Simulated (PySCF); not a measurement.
Compound: C9H13F.
Atom-mapped SMILES: `[CH3:1][CH2:2][C@@:3]12[CH:4]=[CH:5][C@@:6]([F:7])([CH2:8][CH2:9]1)[CH2:10]2`

NICS is the negative of the GIAO shielding at a point without a nucleus: at the ring centre (0) and 1 Å above and below it (1); zz is the component along the ring normal. Level: GIAO PBE0/pcSseg-1 (PySCF, non-relativistic, gas phase) on the GFN2-xTB geometry, one conformer.

Ring bond lengths (Å), with Mayer bond orders in brackets: C3–C4 1.512 (0.94), C4–C5 1.326 (1.82), C5–C6 1.505 (0.98), C6–C10 1.530 (0.96), C10–C3 1.539 (0.93); C3–C9 1.557 (0.98), C9–C8 1.537 (1.03), C8–C6 1.546 (0.98), C6–C10 1.530 (0.96), C10–C3 1.539 (0.93).

What do the NICS probes read (ppm)?

```
           ring                                                    type  NICS(0)  NICS(1), two faces  NICS(1)zz, two faces  rms pucker (Å)  centre to ring atoms, mean (Å)
C3–C4–C5–C6–C10  5-membered carbocycle; formal bonds 1 double, 4 single     -7.3         -9.3 / -5.8          -11.8 / -4.3            0.25                            1.22
C3–C9–C8–C6–C10          5-membered carbocycle; formal bonds all single     -8.6         -3.6 / -9.3          -1.7 / -14.5            0.28                            1.26
```

What do they say, and how far can they be read as aromaticity?

- C3–C4–C5–C6–C10: mean NICS(1)zz -8.1 ppm, shielded. C3, C6, C10 have four or more neighbours, and the NICS criterion for π rings isn't applied. The two faces differ by 7.5 ppm, so no symmetry operation interchanges them.
- C3–C9–C8–C6–C10: mean NICS(1)zz -8.1 ppm, shielded. C3, C6, C8, C9, C10 have four or more neighbours, and the NICS criterion for π rings isn't applied. The two faces differ by 12.8 ppm, so no symmetry operation interchanges them.

At the first NICS(1) probe listed for ring C3–C4–C5–C6–C10, 1 Å off the ring, what do the in-plane components average?

The isotropic value is a third of the trace: (3 × -9.3 − (-11.8))/2 = -8.1 ppm.

List the ring angles and the Hirshfeld charges of the ring atoms.

- C3–C4–C5–C6–C10: C3 100.2° (+0.022 e), C4 108.1° (-0.045 e), C5 106.3° (-0.060 e), C6 101.4° (+0.100 e), C10 92.7° (-0.083 e); sum 508.9° against 540° for a flat convex ring.
- C3–C9–C8–C6–C10: C3 100.2° (+0.022 e), C9 103.6° (-0.070 e), C8 101.9° (-0.083 e), C6 101.6° (+0.100 e), C10 92.7° (-0.083 e); sum 500.0° against 540° for a flat convex ring.

How shielded are the nuclei of the rings and their hydrogens (means over atoms taken as equivalent)?

| atoms | environment | σ isotropic (ppm) |
| --- | --- | --- |
| C3 | sp3 carbon at a ring junction | 133.9 |
| C4 | alkene CH carbon | 41.5 |
| C5 | alkene CH carbon | 40.2 |
| C6 | sp3 C–F carbon | 77.3 |
| C8 | ring CH2 carbon | 152.7 |
| C9 | ring CH2 carbon | 150.2 |
| C10 | ring CH2 carbon | 128.8 |
| H on C4 | vinylic hydrogen | 25.60 |
| H on C5 | vinylic hydrogen | 25.11 |
| H on C8 | methylene hydrogen | 30.09 |
| H on C8 | methylene hydrogen | 29.56 |
| H on C9 | methylene hydrogen | 30.50 |
| H on C9 | methylene hydrogen | 30.02 |
| H on C10 | methylene hydrogen | 29.93 |

The list is cut; further classes of hydrogen are left out.
